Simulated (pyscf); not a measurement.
Single points on ωB97X-D3(BJ)/def2-SVP structures (PySCF, gas phase). Correlated levels are frozen-core, on RHF or UHF. ΔMP2 is the change of the MP2 total energy from the triple- to the quadruple-zeta basis.

Task: Estimate by transition-state theory (the high-pressure limit) the rate constant of H₃C–CH₂–SiH: (SMILES CC[SiH]) [singlet] -> C₂H₆Si (SMILES C1C[SiH2]1) (singlet surface; C–H broken, H–Si, C–Si formed) at 900 K, with CCSD(T)/def2-TZVPP + ΔMP2(QZVPP) energies (ideal gas, 1 atm, RRHO with modes under 100 cm⁻¹ raised to 100, one conformer, R ln 2 for rigid chiral ones; no tunnelling).

Result: The electronic barrier is 12.4 kcal/mol and the thermal terms add +2.0, so ΔG‡ = 14.3 kcal/mol. With k_BT/h = 1.88e+13 s⁻¹ and RT = 1.788 kcal/mol, k = 6.1e+09 s⁻¹, a half-life of 1.1e-10 s through this channel alone. Wigner's tunnelling factor for 762i cm⁻¹ would be 1.06. A shift of 1 kcal/mol in the barrier changes k by a factor 1.7. H₃C–CH₂–SiH: [singlet] lies 20.7 kcal/mol over its isomer H₂C=CH–SiH₃, and others may lie lower still (electronic energy, ωB97M-D3(BJ)). cyclic C₂H₆Si (SMILES C1C[SiH2]1) lies 7.4 kcal/mol over its isomer H₂C=CH–SiH₃, and others may lie lower still (electronic energy, ωB97M-D3(BJ)). One saddle was located; it need not be the lowest between these sides. The CCSD(T) − MP2 part came from Ansatz, without density fitting, on the same reference.
